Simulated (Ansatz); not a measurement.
Reactions of triethylaluminium, C6H15Al.

Calculated with Ansatz (gas phase, PBE0-D4/def2-TZVP geometries, no zero-point term in ΔE). CCSD(T)/CBS is the MP2 limit (def2-TZVPP, def2-QZVPP) plus CCSD(T) − MP2 in def2-TZVPP, frozen cores. DFT in def2-TZVPP. def2 core potentials past Kr. For I, In, Se, Zr outer-core shells are correlated without core-valence functions, which leaves a few kJ/mol of doubt a bond. Scalar relativity is left out up to krypton. Each species was taken in one conformer, which may not be the lowest.

| reaction | PBE0-D4 (kcal/mol) | HF/CBS(def2) (kcal/mol) | B2PLYP (kcal/mol) | CCSD/CBS(def2) (kcal/mol) | CCSD(T)/CBS(def2) (kcal/mol) |
| --- | --- | --- | --- | --- | --- |
| `C[CH2][Al]([CH2]C)[CH2]C` + `CC[O][Zr]([OH])([OH])[O]CC` → `CC[O][Zr]([OH])([O]CC)[O]CC` + `C[CH2][AlH][CH2]C` | 13.7 | 10.3 | 13.1 | 14.4 | 14.4 |
| `C[CH2][Al]([CH2]C)[CH2]C` + `[SiH3]I` → `C[CH2][AlH][CH2]C` + `CC[SiH2]I` | -3.1 | -3.5 | -2.8 | -3.0 | -3.0 |
| `C[CH2][Al]([CH2]C)[CH2]C` + `N=C[SeH]` → `CC[Se]C=N` + `C[CH2][AlH][CH2]C` | 4.3 | 4.5 | 3.9 | 4.3 | 3.8 |
| `C[CH2][Al]([CH2]C)[CH2]C` + `OC(=S)S` → `CCOC(=S)S` + `C[CH2][AlH][CH2]C` | 18.2 | 15.8 | 17.3 | 18.3 | 17.9 |
| `C[CH2][Al]([CH2]C)[CH2]C` + `[CH3][In]([OH])[Cl]` → `CC[O][In]([CH3])[Cl]` + `C[CH2][AlH][CH2]C` | 15.1 | 12.0 | 14.7 | 15.3 | 15.4 |

Largest T1 diagnostic: 0.017, for `OC(=S)S`.
